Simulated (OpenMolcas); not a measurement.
## Co4+ in a point-charge field

Co4+ among 6 point charges of -0.8 e arranged as an octahedron (Oh), 2.11 Å from the ion.

* Program: OpenMolcas
* Method: CASSCF
* Basis: ANO-RCC-VDZP [5s4p2d1f]
* Scalar Hamiltonian: DKH2, point nucleus
* Active space: 5 electrons in 5 orbitals (3d)
* State averaging: 2S+1 = 6 even, 1 root; 2S+1 = 4 even, 24 roots; 2S+1 = 2 even, 75 roots
* Spin-orbit coupling: state interaction with AMFI integrals over the reference wave functions

The lowest spin-free states (labels of O, the rotations of Oh), above the lowest:

| State | Degeneracy | E (cm-1) | Free-ion L (%) |
| --- | --- | --- | --- |
| 6A1 | 1 | 0.0 | S (100) |
| 4T1 | 3 | 42190 | G (99) |
| 4T2 | 3 | 42214 | G (100) |
| 4E | 2 | 42240 | G (100) |
| 4A1 | 1 | 42257 | G (100) |
| 4T1 | 3 | 48848 | P (99) |
| 4T2 | 3 | 52432 | D (100) |
| 4E | 2 | 52485 | D (100) |
| 2T2 | 3 | 60109 | I (100) |
| 2A2 | 1 | 60110 | I (100) |
| 2T2 | 3 | 60126 | I (100) |
| 2E | 2 | 60131 | I (100) |
| 2T1 | 3 | 60145 | I (100) |
| 2A1 | 1 | 60181 | I (100) |
| 2T2 | 3 | 68095 | D (86) |
| 2E | 2 | 68305 | D (99) |
| 2T1 | 3 | 69572 | F (100) |
| 2A2 | 1 | 69575 | F (100) |
| 2T2 | 3 | 69779 | F (86) |
| 4T1 | 3 | 70637 | F (100) |

The lowest levels with spin-orbit coupling:

```json
{"E (cm-1)": "0.0", "Degeneracy": "6", "Label": "", "2S+1": "6", "g": ""}
{"E (cm-1)": "42143", "Degeneracy": "2", "Label": "Γ7", "2S+1": "4", "g": "1.22 1.22 1.22"}
{"E (cm-1)": "42159", "Degeneracy": "4", "Label": "Γ8", "2S+1": "4", "g": ""}
{"E (cm-1)": "42179", "Degeneracy": "2", "Label": "Γ7", "2S+1": "4", "g": "1.51 1.51 1.51"}
{"E (cm-1)": "42188", "Degeneracy": "4", "Label": "Γ8", "2S+1": "4", "g": ""}
{"E (cm-1)": "42208", "Degeneracy": "2", "Label": "Γ6", "2S+1": "4", "g": "0.76 0.76 0.76"}
{"E (cm-1)": "42210", "Degeneracy": "4", "Label": "Γ8", "2S+1": "4", "g": ""}
{"E (cm-1)": "42225", "Degeneracy": "2", "Label": "Γ6", "2S+1": "4", "g": "4.58 4.58 4.58"}
{"E (cm-1)": "42231", "Degeneracy": "4", "Label": "Γ8", "2S+1": "4", "g": ""}
{"E (cm-1)": "42237", "Degeneracy": "2", "Label": "Γ7", "2S+1": "4", "g": "2.97 2.97 2.97"}
{"E (cm-1)": "42239", "Degeneracy": "4", "Label": "Γ8", "2S+1": "4", "g": ""}
{"E (cm-1)": "42252", "Degeneracy": "2", "Label": "Γ6", "2S+1": "4", "g": "1.15 1.15 1.15"}
{"E (cm-1)": "42265", "Degeneracy": "4", "Label": "Γ8", "2S+1": "4", "g": ""}
{"E (cm-1)": "48508", "Degeneracy": "4", "Label": "Γ8", "2S+1": "4", "g": ""}
{"E (cm-1)": "48515", "Degeneracy": "2", "Label": "Γ7", "2S+1": "4", "g": "2.63 2.63 2.63"}
{"E (cm-1)": "48640", "Degeneracy": "4", "Label": "Γ8", "2S+1": "4", "g": ""}
{"E (cm-1)": "48796", "Degeneracy": "2", "Label": "Γ6", "2S+1": "4", "g": "2.62 2.62 2.62"}
{"E (cm-1)": "52397", "Degeneracy": "2", "Label": "Γ6", "2S+1": "4", "g": "3.14 3.14 3.14"}
{"E (cm-1)": "52422", "Degeneracy": "4", "Label": "Γ8", "2S+1": "4", "g": ""}
{"E (cm-1)": "52451", "Degeneracy": "2", "Label": "Γ7", "2S+1": "4", "g": "4.27 4.27 4.27"}
```

Powder χT (cm3 K/mol): 4.39 at 2 K, 4.39 at 10 K, 4.39 at 50 K, 4.39 at 100 K, 4.39 at 200 K, 4.39 at 300 K. The effective moment at 300 K is 2.828 √(χT) = 5.92 μB.

The lowest level has 2S+1 = 6, for which the spin-only value is χT = S(S+1) / 2 = 4.375 cm3 K/mol (g = 2). The computed 4.385 at 300 K differs by +0.010, little more than the free-electron g of 2.0023 accounts for.

Without dynamic correlation the repulsion within the d shell is too large (B by tens of per cent), so at a given field states of lower spin stand too high. Point charges give a weaker field than real ligands, and real ions of this kind are often low spin; the high spin found here belongs to the model. Point charges carry no covalency, so the field is a model and not that of real ligands. No measured value stands beside these numbers.
